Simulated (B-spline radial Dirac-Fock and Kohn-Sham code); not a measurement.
## X-ray form factors of dysprosium in several charge states

Model: configuration-average Dirac-Fock orbitals. Program: a B-spline atomic structure program.

Configurations: Dy⁵¹⁺ [Ne] 3s2 3p3; Dy⁵²⁺ [Ne] 3s2 3p2; Dy⁵³⁺ [Ne] 3s2 3p1; Dy⁵⁶⁺ [He] 2s2 2p6; Dy⁵⁷⁺ [He] 2s2 2p5; Dy⁵⁸⁺ [He] 2s2 2p4. The first column is f₀ of Dy⁵¹⁺, the others are differences from it.

```tsv
s (Å⁻¹)	Dy⁵¹⁺	Δ Dy⁵²⁺	Δ Dy⁵³⁺	Δ Dy⁵⁶⁺	Δ Dy⁵⁷⁺	Δ Dy⁵⁸⁺
0	15.000	-1.000	-2.000	-5.000	-6.000	-7.000
0.1	14.976	-0.996	-1.992	-4.981	-5.980	-6.980
0.2	14.906	-0.985	-1.969	-4.925	-5.922	-6.920
0.3	14.790	-0.966	-1.932	-4.832	-5.827	-6.822
0.4	14.631	-0.940	-1.880	-4.705	-5.695	-6.686
0.5	14.430	-0.907	-1.816	-4.546	-5.531	-6.517
0.7	13.920	-0.825	-1.654	-4.144	-5.116	-6.088
0.9	13.290	-0.726	-1.458	-3.658	-4.611	-5.566
1.1	12.577	-0.618	-1.242	-3.120	-4.052	-4.985
1.4	11.433	-0.452	-0.911	-2.292	-3.184	-4.078
```

Values without a named source are computed, but for edge energies of neutral atoms, which are taken from tables.
